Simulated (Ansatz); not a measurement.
A structure relaxed at r2SCAN-D4/def2-SVP in Ansatz, charge 0, singlet:

```tsv
atom	x (Å)	y (Å)	z (Å)
In1	-0.722	-2.283	-0.390
In2	-0.441	-0.345	2.366
In3	2.041	0.337	-0.438
In4	-0.513	0.259	-2.681
In5	-0.188	2.642	0.704
Sb6	1.615	-1.903	1.179
Sb7	-2.524	-1.539	-2.299
Sb8	-2.060	1.848	2.518
Sb9	0.992	2.534	-1.880
Cl10	-2.043	-2.426	1.908
Cl11	1.708	-1.146	-2.748
Cl12	2.135	2.022	1.760
```

Question: Give its formula and point group.

Answer: In5Sb4Cl3, a halide-capped cluster cut from zinc blende InSb (3 Cl on the cations). Point group Cs (tolerance 0.1 Å).

Question: Summarise the bond lengths by kind (pairs closer than 1.2 times the sum of covalent radii, bridged metal pairs left out).

Answer: 10 × In–Sb 2.72 to 2.84 Å; 6 × Cl–In 2.63 to 2.77 Å.

In the def2 sets In, Sb take a core potential; there is no spin–orbit coupling.
